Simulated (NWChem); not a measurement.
## Correlation energy of phosphorus nitride (NP)

```
N
P 1 1.4886
```
Charge 0, spin multiplicity 1.

The numbers come from NWChem runs, not from measurements. All single points use one geometry, from PBE0/def2-SVP, a minimum by its harmonic frequencies.

Basis set: def2-TZVP. Each correlation energy counts from its own Hartree-Fock reference.

The correlated methods keep 6 core orbitals frozen. Coupled-cluster values serve here as a point of comparison, not as the truth.

Task: Order these methods by the correlation energy they give, lowest first: MP2, SCS-MP2, CR-CCSD[T], CR-CCSD(T), CCSD+T(CCSD), CCSD(T).

Result: CCSD+T(CCSD) (-369.2 mHa), CCSD(T) (-367.9 mHa), CR-CCSD[T] (-363.6 mHa), CR-CCSD(T) (-362.6 mHa), MP2 (-345.4 mHa), SCS-MP2 (-338.1 mHa)
